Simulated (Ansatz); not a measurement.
Ansatz (a quantum-chemistry and plane-wave program) input (PBE/def2-TZVPD):

Ansatz 0.2 input:
```yaml
crystal:
  periodic: [false, false, false]
  atoms:
    - {symbol: Mg, position_ang: [-0.00000000, -0.00000000, -0.75868323]}
    - {symbol: F, position_ang: [0.00000000, 0.00000000, 1.01157765]}
basis:
  gaussian:
    orbitals: def2-TZVPD
hamiltonian:
  xc: {name: PBE}
magnetization: {spin_polarized: true, initial_magnetization: 1}
output: {forces: true}
```

Output:

```
Functional definition: PBE
integrals: 0.01 GiB planned
505 factors; their error is unknown
mean field: 0.17 GiB planned
mean field evaluation 1: about -8153.5947 eV, gradient 3.5e1 eV
mean field evaluation 2: about -7994.2435 eV, gradient 1.7e2 eV
mean field evaluation 4: about -8157.5374 eV, gradient 4.1e0 eV
mean field evaluation 8: about -8157.5860 eV, gradient 3.5e-2 eV
mean field -8157.58597331 eV, -299.7857551088 hartree, gradient 5.2e-5 eV, S^2 0.750329; 0 other end points of the search recorded, 0 dependent functions left out
the calculation of the forces begins
reference -8157.58601680 eV, -299.7857567072 hartree; 11, 10 occupied and 64, 65 virtual orbitals, 505 factors
Total energy: -8157.58601680 eV, -299.7857567072 hartree
Atom 0 at    -0.000000    -0.000000    -0.758683 Å, force     0.000000     0.000000    -0.288184 eV/Å
Atom 1 at     0.000000     0.000000     1.011578 Å, force    -0.000000    -0.000000     0.288184 eV/Å
Dipole moment:    -0.000000     0.000000    -0.666261 e Å
```
